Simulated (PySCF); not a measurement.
**Working out the ionisation energy of F⁺**

F⁺ [He] 2s2 2p4 (3P) → F²⁺ [He] 2s2 2p3 (4S). Computed with PySCF 2.14 in dyall-av3z (15s9p3d2f, 71 functions), with the spin-free X2C one-electron Hamiltonian (Gaussian nucleus). Frozen: 1s2; the 14 highest virtual orbitals dropped. Energies in hartree (1 hartree = 27.21139 eV):

```tsv
part	F⁺ (lower)	F²⁺ (upper)
UHF	-98.928505	-97.701943
MP2 opposite-spin	-0.114886	-0.074692
MP2 same-spin	-0.036466	-0.030460
```

Problem. What does Hartree-Fock give?

Solution. (-97.701943) − (-98.928505) = 1.226562 hartree = 33.376 eV.

Problem. What do MP2 and SCS-MP2 (6/5 opposite-spin, 1/3 same-spin) give?

Solution. The opposite-spin parts differ by 1.094 eV and the same-spin parts by 0.163 eV. MP2: 33.376 + (1.094) + (0.163) = 34.633 eV. SCS-MP2: 33.376 + 1.2 × (1.094) + (0.163)/3 = 34.743 eV.

Measured between the centres of the two terms (NIST): 34.950 eV, so MP2 (valence) is off by -0.317 eV.

What remains against the reference includes basis incompleteness, the frozen core and correlation beyond second order.
